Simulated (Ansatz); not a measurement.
`FB[SeH]` + `C=N` → `C=NB[SeH]` + H–F at 500 K and 1 bar (ligand exchange at a B–F bond).

Isolated molecules relaxed with PBE0-D4/def2-TZVP in Ansatz; ΔE leaves out vibrations. CCSD(T)/CBS is the MP2 limit (def2-TZVPP, def2-QZVPP) plus CCSD(T) − MP2 in def2-TZVPP, frozen cores. This one scheme is used for every species. For Se outer-core shells are correlated without core-valence functions, which leaves a few kJ/mol of doubt a bond. Scalar relativity is left out up to krypton. Each species was taken in one conformer, which may not be the lowest.

```json
{"species": "`FB[SeH]`", "CCSD(T)/CBS energy (Eh)": "-2526.56401", "H − E (kJ/mol)": "88.4", "S (J/(mol·K))": "315.6"}
{"species": "`C=N`", "CCSD(T)/CBS energy (Eh)": "-94.52360", "H − E (kJ/mol)": "124.2", "S (J/(mol·K))": "249.5"}
{"species": "`C=NB[SeH]`", "CCSD(T)/CBS energy (Eh)": "-2520.67685", "H − E (kJ/mol)": "173.0", "S (J/(mol·K))": "369.9"}
{"species": "H–F", "CCSD(T)/CBS energy (Eh)": "-100.39570", "H − E (kJ/mol)": "39.4", "S (J/(mol·K))": "188.7"}
```

H − E and S are ideal-gas, rigid-rotor, harmonic terms from PBE0-D4/def2-TZVP, for one conformer and one mirror image of each species. 1 Eh = 2625.50 kJ/mol, R = 8.31446 J/(mol·K).

Q: By hand: ΔE, ΔH, ΔS and ΔG.

A: ΔE = (-2520.67685) + (-100.39570) − (-2526.56401) − (-94.52360) = 0.01506 Eh = 39.5 kJ/mol. Δ(H − E) = 173.0 + 39.4 − 88.4 − 124.2 = -0.2, so ΔH = 39.3 kJ/mol. ΔS = 369.9 + 188.7 − 315.6 − 249.5 = -6.5 J/(mol·K). ΔG = 39.3 − 500 × (-6.5)/1000 = 42.5 kJ/mol.

Q: By hand: the equilibrium constant, and the temperature at which ΔG would vanish if ΔH and ΔS stayed fixed.

A: log₁₀ K = −ΔG/(RT ln 10) = -4.4. ΔH and −TΔS have one sign here, so there is no such temperature.

The number of gas molecules stays the same, so ΔS is small and ΔH decides. A doubt of 5 kJ/mol in ΔE shifts log₁₀ K by 0.5 here. Other conformers and mirror images would add mixing entropy, several J/(mol·K) or more a flexible species. These are equilibria of isolated gas molecules and say nothing of rates. Largest T1 diagnostic: 0.013 (customary marks: 0.02 for closed shells, 0.045 for open ones).

ΔS is within the doubt of such terms, so its sign, and with it that verdict, could turn.
